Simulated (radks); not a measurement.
All-electron atom: K+ in [Ar]. All-electron calculation, Dirac Kohn-Sham, PBE, spin-unpolarised, spherical densities, finite nucleus; Fermi nuclear charge, rms radius 3.4349 fm. Program: a radial shooting solver on a logarithmic mesh with Libxc functionals.

Spin-orbit splittings of the eigenvalues, e(l+1/2) - e(l-1/2), with zeta = 2 splitting/(2l+1) and mean radii in bohr:

| shell | occ. | splitting (eV) | zeta (eV) | <r> j=l-1/2 | <r> j=l+1/2 |
|---|---|---|---|---|---|
| 2p | 6 | 2.892 | 1.928 | 0.3489 | 0.3513 |
| 3p | 6 | 0.2686 | 0.1790 | 1.421 | 1.429 |
